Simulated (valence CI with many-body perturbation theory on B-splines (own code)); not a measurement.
Values are calculated unless marked as measured or tabulated.
**Pr28+: magnetic and hyperfine properties of the levels**

Level of theory: relativistic CI+MBPT: three valence electrons over a frozen Dirac-Fock core [Ar] 3d10, a basis of 11 s, 11 p, 10 d, 8 f, 5 g, 2 h functions for each j, with the one-electron correlation potential Σ1, the two-electron term Σ2, the three-electron term Σ3, Breit, model QED; selected CI, second order for the rest, scaled by the run's own slope (own B-spline code, finite nucleus).

The last digits are not significant, and no measured levels were compared; by estimate large intervals hold to a few tenths of a per cent, small ones and those within an open d or f shell to about a per cent.

A/g_I is the dipole constant over the nuclear g factor μ/I (μ in nuclear magnetons, uniformly magnetised nucleus), B/Q the quadrupole constant per barn. Both hold the static response of the core; the bare values leave it out. Large factors of s and p1/2 electrons are usually good to 5 to 10 %; those of open d and f shells near neutrality can be off by tens of per cent, and small factors of p3/2, d and f electrons come from cancelling terms and can be off by a factor of two or in sign, in half-filled shells by more. B is blank for J = 1/2, where it vanishes, and for nearly pure S terms. Energies count from the lowest level.

Levels are named by their leading jj configuration (3d3/2^4 stands for four electrons in 3d with j = 3/2), which in mixed levels can hold well under half, so a name can repeat and another be missing. Letters in brackets count levels of one name in rising energy.

```
                     Level  E (cm⁻¹)      g  A/g_I (MHz)  A/g_I bare  B/Q (MHz/b)  B/Q bare
        (4s^2 4p1/2) J=1/2         0  0.662       155000      149000                       
        (4s^2 4p3/2) J=3/2    230800  1.332        23100       22100        44000     42100
        (4s 4p1/2^2) J=1/2    488920  2.386       449000      430000                       
(4s 4p1/2 4p3/2) J=3/2 [a]    657970  1.688       125000      120000        35700     34100
    (4s 4p1/2 4p3/2) J=5/2    701350  1.410       142000      137000        14000     13400
(4s 4p1/2 4p3/2) J=3/2 [b]    768500  0.922        -5120       -4860        40000     38300
    (4s 4p1/2 4p3/2) J=1/2    796150  1.163       -99600      -95400                       
        (4s 4p3/2^2) J=5/2    915090  1.384       116000      112000        25400     24300
        (4s 4p3/2^2) J=1/2   1027400  1.782       489000      469000                       
        (4s 4p3/2^2) J=3/2   1029400  1.214       -53800      -51500       -25700    -24600
        (4s^2 4d3/2) J=3/2   1119200  0.834        -3180       -2750        10100      9780
        (4s^2 4d5/2) J=5/2   1158200  1.200        12300       12100        13800     13300
     (4p1/2^2 4p3/2) J=3/2   1276500  1.341        19000       18500        39500     37800
     (4p1/2 4p3/2^2) J=3/2   1460400  1.351       -12100      -11200        -2810     -2670
     (4p1/2 4p3/2^2) J=5/2   1465300  1.179        64600       62000        -9930     -9460
(4s 4p1/2 4d3/2) J=3/2 [a]   1491500  0.568       -42800      -40900        13300     12800
    (4s 4p1/2 4d3/2) J=5/2   1527300  1.062        75300       72400         5540      5360
     (4p1/2 4p3/2^2) J=1/2   1542800  0.663       149000      143000                       
(4s 4p1/2 4d5/2) J=5/2 [a]   1588600  1.438        77800       75000        10300      9920
(4s 4p1/2 4d3/2) J=3/2 [b]   1588800  1.344        69900       67500         6550      6270
    (4s 4p1/2 4d3/2) J=1/2   1590300  0.349      -188000     -180000                       
    (4s 4p1/2 4d5/2) J=7/2   1590300  1.257        89500       86100          237       317
(4s 4p1/2 4d5/2) J=5/2 [b]   1661100  0.953        10600       10400        24600     23700
    (4s 4p1/2 4d5/2) J=3/2   1686800  0.986       -43800      -41700         8760      8480
           (4p3/2^3) J=3/2   1718000  1.302        25400       24500       -34200    -32700
    (4s 4p3/2 4d5/2) J=9/2   1753100  1.332        66500       64100        53700     51400
(4s 4p3/2 4d3/2) J=5/2 [a]   1766600  1.286        80700       77600         5760      5490
(4s 4p3/2 4d3/2) J=1/2 [a]   1766700  2.363       266000      255000                       
(4s 4p3/2 4d3/2) J=3/2 [a]   1772400  1.467        80800       77800       -10100     -9740
    (4s 4p3/2 4d3/2) J=7/2   1773600  1.342        76100       73200        16800     16200
(4s 4p3/2 4d5/2) J=5/2 [a]   1821200  1.325       100000       96500       -21200    -20200
(4s 4p3/2 4d3/2) J=3/2 [b]   1832200  0.991       -27700      -26300       -20400    -19500
(4s 4p3/2 4d5/2) J=7/2 [a]   1872600  1.146        -1390       -1110        53100     50900
(4s 4p3/2 4d3/2) J=5/2 [b]   1873300  0.902       -25000      -23800        32400     31000
(4s 4p3/2 4d5/2) J=7/2 [b]   1886400  1.198        50300       48400        26300     25200
(4s 4p3/2 4d3/2) J=1/2 [b]   1901500  0.608       -13500      -12500                       
    (4s 4p3/2 4d5/2) J=1/2   1934900  0.671       -80800      -76900                       
    (4s 4p3/2 4d5/2) J=3/2   1956000  1.315        79900       77200        11500     11100
(4s 4p3/2 4d3/2) J=3/2 [c]   1959100  1.047        38000       36600       -31500    -30100
(4s 4p3/2 4d5/2) J=5/2 [b]   1964200  1.149       -35800      -33900       -21400    -20500
```

(1) Take the isotope of mass number 141, with I = 5/2, μ = 4.266 μN and Q = -0.0589 b. What is the hyperfine structure of (4s 4p3/2^2) J=5/2?

## Answers

(1) From the table A = 199000 MHz, B = -1500 MHz. Shifts from the centre of gravity in MHz: F = 0: -1740000, F = 1: -1540000, F = 2: -1140000, F = 3: -547000, F = 4: 249000, F = 5: 1240000.
